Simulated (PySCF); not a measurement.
Li(OH) (HLiO), SMILES [OH][Li].

Geometry optimised at r2SCAN-D4/def2-TZVPD. The isomer is the one that the SMILES or the coordinates give; other isomers of the formula were not compared.

Two levels are set side by side: PBE/def2-TZVPD (PySCF) and HF/def2-TZVPD (PySCF). Same geometry, gas phase. Differences are taken from unrounded values.

```json
[
 {"quantity": "orbital gap (eV)", "HF": "10.35", "PBE": "3.37", "PBE minus HF": "-6.99"},
 {"quantity": "highest occupied level (eV)", "HF": "-10.28", "PBE": "-4.77", "PBE minus HF": "5.51"},
 {"quantity": "lowest empty level (eV)", "HF": "0.07", "PBE": "-1.40", "PBE minus HF": "-1.48"},
 {"quantity": "dipole moment (D)", "HF": "4.73", "PBE": "4.42", "PBE minus HF": "-0.32"},
 {"quantity": "mean polarisability (bohr³)", "HF": "13.7", "PBE": "20.6", "PBE minus HF": "6.9"}
]
```

PBE's occupied levels lie high since its potential decays too fast outside the molecule; exact exchange lowers them and widens the gap. Loosely held outer electrons make PBE densities more polarisable. Differences between two approximate levels are no errors against the true value.

Rough cost on one machine, each run with all the roots and properties that it gave: HF against PBE about 1/5.
